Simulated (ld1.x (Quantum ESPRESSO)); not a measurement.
## Configuration tests for Be (RRKJ)

```json
{
 "Element": "beryllium (Be)",
 "Generator": "ld1.x (Quantum ESPRESSO) 7.5",
 "Type": "norm-conserving RRKJ (Kleinman–Bylander form)",
 "Functional": "PBE",
 "Relativity": "scalar-relativistic",
 "Frozen core": "none",
 "Valence charge": "4",
 "Reference configuration": "1s2 2s1 2p1",
 "Partial waves": "1s (bound): rc 0.30 bohr; 2p (bound): rc 4.20 bohr; 3d channel at 0.05 Ry: rc 4.10 bohr",
 "Local potential": "all-electron potential smoothed inside 1.68 bohr (lloc = -1)",
 "Core correction": "none"
}
```

Occupied shells without a wave of their own: 2s. They enter only through the test configuration that unscreens the potential.

Energies are relative to the spin-unpolarised reference configuration 1s2 2s1 2p1; without spin polarisation the order of configurations can differ from experiment.

```csv
valence configuration,charge,ΔE all-electron (eV),error AE − PS (meV)
1s2 2s1 2p0,+1,5.938,+105
1s2 2s0 2p0,+2,23.887,+1382
1s2 2s0 2p2,0,3.639,+579
1s2 2s1.5 2p0,+0.5,0.148,-304
1s1 2s2 2p0,+1,124.670,-1431
1s2 2s0 2p1,+1,9.848,+702
```

**Question.** What are ΔE and the potential's error for 1s2 2s2 2p0?

**Answer.** ΔE = -3.612 eV all-electron; the error (AE − PS) is -591 meV.

The 2s level has no wave, so the channel is fitted at the deeper level alone: the likely source of the large errors.

A Bessel basis up to 400 Ry misses an occupied level by 0.08 Ry, so cutoffs and ghosts were not judged. The potential misses its own reference levels by up to 0.6 eV.
